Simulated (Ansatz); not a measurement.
System: SeO₂, charge 0, triplet. This triplet is an excited state, 2.3 eV above the singlet at CCSD(T)/cc-pV5Z (Ansatz, a program for electronic structure). SeO2 (parent SMILES [Se](=O)=O, triplet).
B3LYP-D3(BJ)/def2-TZVP minimum from Ansatz:
```
Se
O 1 1.6960
O 1 1.6960 2 90.04
```
Charge 0, spin multiplicity 3.

Total energies in cc-pVDZ, 18 correlated electrons, 16 frozen orbitals. Open shells are spin-unrestricted; no spin-orbit coupling. Cores are frozen in correlated methods (noble-gas shells, and filled d and f shells in the p block). No relativity. The UHF reference of O2Se (parent SMILES O=[Se]=O, triplet) is spin-contaminated (<S^2> up to 0.13 over the pure value in the sets run). The determinant of O2Se (parent SMILES O=[Se]=O, triplet) is a saddle point of the SCF energy; a lower one exists, which strains HF and MP2. The spin of O2Se (parent SMILES O=[Se]=O, triplet) was assumed, and the state is the lowest solution found for it.

| method | program | energy (Eh) | minus CCSDT(Q) (mEh) |
|---|---|---|---|
| HF | Ansatz | -2549.36906 | 515.98 |
| MP2 | Ansatz | -2549.83868 | 46.37 |
| CCSD | Ansatz | -2549.85728 | 27.76 |
| CCSD(T) | Ansatz | -2549.87867 | 6.37 |
| CCSDT(Q) | Ansatz | -2549.88505 | 0.00 |

Rough core times of Ansatz's runs on a shared machine: CCSD(T) 30 s, CCSDT(Q) 90 s.
